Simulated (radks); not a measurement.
Results of a calculation; reference values are marked as such.
Dynamic dipole polarisability and lines of the chromium ion Cr13+, [Ne] 3s1. Level of theory: scalar-relativistic Kohn-Sham, exchange-only LDA, spin-polarised, spherical densities, finite nucleus; open shells are filled with parallel spins first; Fermi nuclear charge, rms radius of each element as measured or else 0.836 A^(1/3) + 0.57 fm (a radial shooting solver on a logarithmic mesh with Libxc functionals). Time-dependent linear response with the Hartree and adiabatic exchange-only LDA kernel, continuum included through the Sternheimer equations, no spin-orbit coupling, so fine structure and intercombination lines are absent. Lines are the poles of the dipole polarisability below minus the highest occupied eigenvalue, found on a grid refined at the orbital gaps; the lowest seven at most are given, and weak or close lines can be missed. The first line takes the name of the lowest orbital gap if no other gap lies below it; otherwise a line is named after a gap within 0.6 % of it, if that gap stands alone.

photon energy (eV),alpha (bohr^3)
0,0.2963
6.094,0.3068
42.661,-0.3597
79.227,-0.04026
115.79,-0.006338
152.36,0.009036
188.93,0.08061
225.49,-0.004156
262.06,0.05630
298.62,0.2554
335.19,0.003647

Lines (eV, oscillator strength): 32.227 (38.47 nm, 3s-3p), f = 0.395; 194.32 (6.380 nm, 3s-4p), f = 0.215; 263.77 (4.701 nm, 3s-5p), f = 0.0646; 298.77 (4.150 nm, 3s-6p), f = 0.0293; 319.03 (3.886 nm, 3s-7p), f = 0.0161; 331.83 (3.736 nm, 3s-8p), f = 0.00989; 340.43 (3.642 nm, unassigned), f = 0.00655. Higher lines, where found, are left out when the end of the mesh affects them. Those listed give 97 % of the static polarisability (sum of f/w^2). Orbital energy gaps for comparison: 3s-3p 30.181 eV; 3s-4p 195.42 eV; 3s-5p 264.16 eV; 3s-6p 298.96 eV; 3s-7p 319.14 eV.
